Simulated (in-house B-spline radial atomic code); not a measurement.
A fraction x of an electron is moved 3p → 4f in neutral copper, starting from [Ar] 3d10 4s1 and keeping the highest spin. Computed with a B-spline radial code for spherical atoms: non-relativistic revTPSS, spin-polarised, spherical fractional occupations, point nucleus.

```
    x  E(x) - E(0) (eV)  3p down level (eV)  4f up level (eV)
    0            0.0000             -71.562                 -
0.375           27.6308             -76.174            -0.251
  0.5           37.2191             -77.795            -0.301
0.625                 ?                   ?                 ?
 0.75                 ?                   ?                 ?
0.875           67.1950             -82.847            -0.428
    1           77.6025             -84.589            -0.470
```

**Question.** What belongs in the row x = 0.625?

**Answer.** An energy change of 47.0065 eV; 3p down at -79.453 eV, 4f up at -0.348 eV.

**Question.** What belongs in the row x = 0.75?

**Answer.** An energy change of 56.9969 eV; 3p down at -81.143 eV, 4f up at -0.392 eV.

**Question.** Check Janak's theorem between x = 0.375 and 0.5.

**Answer.** The slope of the energy is 76.71 eV; the orbital levels give 76.71 eV (ε of the receiving orbital less ε of the emptying one, averaged over the two points).
